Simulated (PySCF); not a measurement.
Molecule: `[SiH3]OC1COC1`, C₃H₈O₂Si.

Atoms are numbered as in `[SiH3:1][O:2][CH:3]1[CH2:4][O:5][CH2:6]1` (H(Xn): hydrogen on atom n). Ha(C4), Ha(C6) are cis to O2 on the ring; Hb(C4), Hb(C6) are trans to O2 on the ring.

Geometry PBE0-D3(BJ)/def2-SVP throughout; GIAO in PySCF 2.14.0 with density-fitted response routines, gas phase, one conformer, non-relativistic; equivalent atoms averaged; basis pcSseg-1.

Question: How do the absolute shieldings σ depend on the functional? (ppm; last column core-seconds on 1 thread of an Arm Neoverse N1, shared host)

Answer: 
```tsv
functional	kind	Si1	O2	O5	C4/C6	C3	H(Si1)	Hb(C4)/Hb(C6)	Ha(C4)/Ha(C6)	H(C3)	core-s
PBE0	global hybrid	384.6	290.4	340.4	102.4	113.9	26.55	26.59	26.61	26.74	24
mPW1PW91	global hybrid	383.3	290.2	338.7	101.6	113.2	26.65	26.67	26.67	26.80	23
WP04	global hybrid	379.6	277.7	311.9	89.2	99.5	27.60	27.16	27.10	27.22	24
B97-2	global hybrid	391.7	289.1	334.9	102.4	113.7	26.76	26.73	26.74	26.86	23
BHandHLYP	global hybrid	395.8	296.7	343.6	103.6	115.1	27.01	26.89	26.87	27.08	23
CAM-B3LYP	range-separated hybrid	379.4	292.0	342.1	99.2	111.4	26.71	26.66	26.67	26.84	32
wB97X-D	range-separated hybrid	384.9	294.6	343.2	103.0	114.6	26.74	26.78	26.77	26.92	32
LC-wPBE	range-separated hybrid	386.7	306.3	352.1	108.4	120.1	26.73	26.79	26.74	26.92	39
```

Question: Which nucleus moves most, in ppm?

Answer: O5 (ether oxygen): from 311.9 ppm with WP04 to 352.1 ppm with LC-wPBE. The smallest spread is 0.48 ppm, at H(C3). Proton shifts span only some 12 ppm, so a few tenths of a ppm matter as much there as several ppm in carbon.
